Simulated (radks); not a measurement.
Problem. The oxygen anion O2-, [Ne], held by a Watson sphere: a shell of charge +2.05 at radius R that stands for the Madelung well of a crystal (potential energy -2.05/R inside, -2.05/r outside, in hartree with lengths in bohr). Calculated with a radial shooting solver on a logarithmic mesh with Libxc functionals: non-relativistic Kohn-Sham, LB94 model potential, spin-polarised, spherical densities, point nucleus. Response by self-consistent Sternheimer equations with the Hartree and adiabatic LDA kernel. The sphere does not respond.

R (bohr)  e(1s) (eV)  e(2s) (eV)  e(2p) (eV)  <r> 2p (bohr)  sum of <r^2> (bohr^2)  X-ray form factor at sin(theta)/lambda = 0.2 1/angstrom  alpha (bohr^3)
2.53         -531.48     -24.677     -11.112          1.548                  23.66                                                    5.987           19.27
2.57         -531.38     -24.508     -10.955          1.555                  23.88                                                    5.977           19.91
2.77         -530.89     -23.720     -10.209          1.586                  24.92                                                    5.936           23.34
3            -530.32     -22.914      -9.430          1.618                  26.09                                                    5.900           27.83
3.12         -530.04     -22.531      -9.054          1.634                  26.68                                                    5.886           30.43
3.15         -529.97     -22.438      -8.964          1.638                  26.83                                                    5.883           31.10
3.36         -529.50     -21.830      -8.360          1.664                  27.85                                                    5.864           36.18
3.97         -528.28     -20.371      -6.887          1.731                  30.75                                                    5.834           54.81

Estimate the row for R = 1.83 bohr.

Solution. e(1s) (eV) -533.02; e(2s) (eV) -28.350; e(2p) (eV) -14.350; <r> 2p (bohr) 1.416; sum of <r^2> (bohr^2) 19.67; X-ray form factor at sin(theta)/lambda = 0.2 1/angstrom 6.256; alpha (bohr^3) 10.50.
